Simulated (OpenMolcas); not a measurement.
**Ga II: effect of the IPEA shift**

```json
{
 "Program": "OpenMolcas 26.06",
 "Basis": "ANO-RCC-VTZP [6s5p3d1f]",
 "Scalar Hamiltonian": "DKH2, point nucleus",
 "Active space": "2 electrons in 4 orbitals (4s 4p)",
 "State averaging": "2S+1 = 3 even, 3 roots; 2S+1 = 1 even, 7 roots kept (CI in the orbitals of an earlier block); 2S+1 = 3 odd, 3 roots; 2S+1 = 1 odd, 3 roots kept (CI in the orbitals of an earlier block)",
 "Spin-orbit coupling": "state interaction with AMFI integrals over the reference wave functions, term energies averaged over their components"
}
```

Methods on the same reference wave functions:
A. CASSCF
B. MS-CASPT2, IPEA 0 Eh, imaginary shift 0.1 Eh (closed shells correlated: 3d)
C. MS-CASPT2, IPEA 0.25 Eh, imaginary shift 0.1 Eh (closed shells correlated: 3d)

Energies in cm-1 above 4s2 1S0, the measured ground level; measured values from NIST Handbook of Basic Atomic Spectroscopic Data.

```tsv
Level	A	B	C	Measured
4s2 1S0	0.0	0.0	0.0	0.0
4s 4p 3P* 0	42738	44843	44951	47368
4s 4p 3P* 1	43107	45209	45317	47814
4s 4p 3P* 2	43871	45976	46084	48750
4s 4p 1P* 1	77371	69120	70115	70701
4p2 3P0	109652	112643	112895	
4p2 3P1	110050	113056	113305	
4p2 3P2	110745	113535	113925	
4p2 1D2	119174	114851	116497	107721
4p2 1S0	138616	133606	134360
```

Deviations, from unrounded energies. A percentage is the sum of absolute deviations over the sum of measured energies, with the sign that they share, or ± where signs differ.

```csv
Against measurement,Levels,A,B,C
mean absolute deviation (cm-1),5,6500,3300,3400
other configurations (%),5,±10.0,±5.2,±5.3
```

B, C lie about equally close to measurement and A furthest from it. The largest miss of B in the table is 4p2 1D2, by +7100 cm-1. The ranking rests on the paired levels alone, and a cruder setting can come out closer through cancelling errors.

Between B and C the level of the table that moves most is 4p2 1D2, by 1600 cm-1 (lowest in B, highest in C).

The lowest spin-free term lies below A's lowest term by 0.400 hartree in B, 0.399 hartree in C.

Over all roots computed the reference weight is 0.89 to 0.95 in B; the roots of lowest weight are the least certain, and an intruder state may touch them. Terms from blocks run as CI alone lack orbitals of their own. The ¹D term of p² mixes with s d, which this space lacks. Without dynamic correlation excited terms often stand tens of per cent too high (terms of higher spin than the ground term too low), and those without a measured partner can miss by more than the paired ones (holds for A). Measured partners are found by configuration, term and J. A level has none where our copy of the source lacks it or the pairing is in doubt (some pairs that miss far off the trend of their configuration count as doubtful), and it then counts in no deviation. Levels of configurations outside the active space are missing.

* marks odd parity.
